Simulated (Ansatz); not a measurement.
Molecule: tetrachlorogermane, GeCl₄, charge 0, multiplicity 1. 
Geometry from a B3LYP-D3(BJ)/def2-TZVP (Ansatz, a quantum-chemistry and plane-wave program) optimisation:
SMILES: [Cl][Ge]([Cl])([Cl])[Cl]
```xyz
5

Cl    -1.2365    -1.6405    -0.5769
Ge     0.0000     0.0000     0.0000
Cl     1.8419    -0.0856    -1.0738
Cl    -0.9976     1.8332    -0.4440
Cl     0.3922    -0.1071     2.0947
```
Charge 0, spin multiplicity 1.

Basis-set convergence of Hartree-Fock and CCSD correlation energies (hartree) with Ansatz. Valence correlation only, unless marked. No spin-orbit coupling. Frozen are the shells of the preceding noble gas and the d and f shells that filled before the atom's block. Non-relativistic.

```csv
basis,functions,E(HF),"E(corr, CCSD)"
def2-SVPD,146,-3912.72641,-0.71372
def2-TZVPPD,258,-3913.60511,-0.92303
def2-QZVPPD,411,-3913.69511,-0.99944
```

Extrapolating the two largest sets (X = 3 and 4) as X^-3: E(corr) = (64·(-0.99944) - 27·(-0.92303))/37 = -1.0552 Eh, an estimate of the basis-set limit. The largest set recovers 94.7 % of it, the smallest 67.6 %.
